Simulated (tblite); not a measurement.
Isomers of C8H12N2. Calculated harmonic vibrations of the isolated species, GFN2-xTB (tblite), most abundant isotopes, no scaling. Errors from tens to a few hundred cm⁻¹ against measured bands are possible. One conformer each.

Electronic energies: GFN2-xTB at the same geometries; isomer energies are rough at this level and their order can be wrong.

```json
{"SMILES": "CCc1cc(C)nnc1C", "electronic energy, lowest = 0 (kcal/mol)": "17.3"}
{"SMILES": "C=C/C=N\\N=C(/C=C)CC", "electronic energy, lowest = 0 (kcal/mol)": "69.1"}
{"SMILES": "c1cnn(C2CCCC2)c1", "electronic energy, lowest = 0 (kcal/mol)": "0.0"}
{"SMILES": "C=CCn1ncc(C)c1C", "electronic energy, lowest = 0 (kcal/mol)": "23.3"}
{"SMILES": "CC(C)(C)c1ccnnc1", "electronic energy, lowest = 0 (kcal/mol)": "26.1"}
{"SMILES": "C=CC(C=C)=N/N=C/CC", "electronic energy, lowest = 0 (kcal/mol)": "72.1"}
{"SMILES": "C=Cc1ccnn1C(C)C", "electronic energy, lowest = 0 (kcal/mol)": "22.0"}
```

Q: How do GFN2-xTB zero-point energies change the relative energies?

A: 
```
             SMILES  ZPE (kcal/mol)  of it from modes above 1550 cm⁻¹  electronic (kcal/mol)  with ZPE, lowest = 0 (kcal/mol)  lowest mode (cm⁻¹)  rings
   c1cnn(C2CCCC2)c1           118.7                              52.2                    0.0                              0.0                  22      2
     CCc1cc(C)nnc1C           115.4                              54.2                   17.3                             14.0                  65      1
    C=Cc1ccnn1C(C)C           115.7                              55.1                   22.0                             19.0                  7i      1
    C=CCn1ncc(C)c1C           115.2                              56.9                   23.3                             19.8                  49      1
   CC(C)(C)c1ccnnc1           116.0                              52.3                   26.1                             23.5                  48      1
C=C/C=N\N=C(/C=C)CC           113.2                              62.0                   69.1                             63.6                  45      0
 C=CC(C=C)=N/N=C/CC           112.9                              61.9                   72.1                             66.2                  42      0
```

The zero-point energies span 5.8 kcal/mol, from `C=CC(C=C)=N/N=C/CC` to `c1cnn(C2CCCC2)c1`. Slightly imaginary modes are left out of the zero-point energy: `C=Cc1ccnn1C(C)C` 7.0i cm⁻¹. The order is unchanged.

Q: What do entropy and thermal enthalpy add at 298.15 K and 1 bar (rigid rotor, harmonic oscillator, one conformer each)?

A: 
```csv
SMILES,point group,symmetry number,S (cal/(mol K)),H − H(0) (kcal/mol),ZPE + H − H(0) − TS (kcal/mol)
CCc1cc(C)nnc1C,C1,1,101.5,7.37,92.5
C=CCn1ncc(C)c1C,C1,1,103.9,7.51,91.7
CC(C)(C)c1ccnnc1,Cs,1,96.9,6.91,94.1
C=C/C=N\N=C(/C=C)CC,C1,1,107.2,7.96,89.2
C=CC(C=C)=N/N=C/CC,C1,1,108.7,8.08,88.5
```

Not tabulated: `c1cnn(C2CCCC2)c1` (lowest mode only 22 cm⁻¹); `C=Cc1ccnn1C(C)C` (lowest mode only 7i cm⁻¹).
